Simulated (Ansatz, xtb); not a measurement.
## C6H8OS: which of two isomers lies lower

Structure a is `C=C(C=O)CC(C)=S`, a singlet and structure b is `CC(=S)/C=C(/C)C=O`, a singlet. Both are isolated molecules in the gas phase, relaxed with r2SCAN-D4/def2-SVP, each in the lowest conformer that the search found.

a (Å):

```xyz
16

C    -1.3382   -1.0319    0.4022
C    -0.1277   -0.5516    0.0607
C     0.2650   -0.5535   -1.3632
C     0.8411    0.0821    1.0210
C     0.7715    1.6087    0.9789
C     2.0180    2.2898    0.5213
O     1.2915   -0.0590   -1.7824
S    -0.5910    2.3999    1.4080
H    -1.6976   -1.0163    1.4346
H    -2.0066   -1.4426   -0.3628
H    -0.4689   -1.0495   -2.0533
H     1.8618   -0.2483    0.7690
H     0.6044   -0.2414    2.0465
H     1.9098    3.3809    0.5032
H     2.2796    1.9048   -0.4803
H     2.8582    2.0076    1.1822
```

b (Å):

```xyz
16

C    -2.9210   -1.2202   -0.6625
C    -1.7557   -1.6290    0.1947
C    -0.3733   -1.2881   -0.1297
C     0.1972   -0.5093   -1.1040
C     1.6864   -0.3734   -1.1832
C    -0.5279    0.2752   -2.1358
O     0.0665    0.9250   -2.9737
S    -2.0160   -2.5111    1.5693
H    -3.8401   -1.6900   -0.2928
H    -3.0572   -0.1259   -0.6365
H    -2.7645   -1.5054   -1.7153
H     0.3293   -1.7583    0.5680
H     2.0436   -0.6900   -2.1768
H     2.1925   -0.9627   -0.4075
H     1.9819    0.6847   -1.0918
H    -1.6393    0.2675   -2.1168
```

Quicker runs give these differences E(b) − E(a): GFN2-xTB −2.39 kcal/mol; HF/STO-3G −0.22 kcal/mol (at GFN2-xTB geometries); r2SCAN-D4/def2-SVP//GFN2-xTB +0.16 kcal/mol.

Task: Which of the two would you expect CCSD(T)/def2-SVP + ΔMP2/def2-TZVPP electronic energies to favour?

Result: Structure a; the calculation gives E(b) − E(a) = +1.17 kcal/mol.

How the difference moves with the method:

| level | geometry | E(b) − E(a) (kcal/mol) | departure from the last row (kcal/mol) | job, with rough time for the two |
| --- | --- | --- | --- | --- |
| GFN2-xTB | GFN2-xTB | −2.39 | −3.55 | optimisation, 0.43 s |
| HF/STO-3G | GFN2-xTB | −0.22 | −1.39 | single point, 0.9 s |
| r2SCAN-D4/def2-SVP//GFN2-xTB | GFN2-xTB | +0.16 | −1.01 | single point, 7.2 s |
| r2SCAN-D4/def2-SVP | r2SCAN-D4/def2-SVP | −0.85 | −2.01 | optimisation, 3.9 min |
| HF/def2-SVP | r2SCAN-D4/def2-SVP | +3.48 | +2.31 | part of the CCSD(T) run |
| MP2/def2-SVP | r2SCAN-D4/def2-SVP | +1.00 | −0.17 | part of the CCSD(T) run |
| CCSD(T)/def2-SVP | r2SCAN-D4/def2-SVP | +1.45 | +0.28 | single point |
| CCSD(T)/def2-SVP + ΔMP2/def2-TZVPP | r2SCAN-D4/def2-SVP | +1.17 |  | single point, 3.3 min |

As drawn, both hold the same kinds of bond in the same numbers. Structure a has 1 methyl group, b 2.

GFN2-xTB, r2SCAN-D4/def2-SVP put the two in the other order. HF/STO-3G, r2SCAN-D4/def2-SVP//GFN2-xTB find them nearly level. The largest departure from CCSD(T)/def2-SVP + ΔMP2/def2-TZVPP is that of GFN2-xTB, 3.55 kcal/mol. The last row adds to CCSD(T) the change of the MP2 difference between the two basis sets, here −0.28 kcal/mol.

With thermal terms from frequencies at re-optimised GFN2-xTB minima (ideal gas, soft modes damped towards free rotors, one conformer each, 298.15 K, 1 atm): on the last row, ΔE + ΔZPE = +1.11, ΔH = +1.29, ΔG = +0.85 kcal/mol.

The correlated steps freeze 12 core orbitals. Programs: Ansatz 0.2.0, xtb 6.7.1; the last row on 2 threads of Arm Neoverse V2 on a shared host.
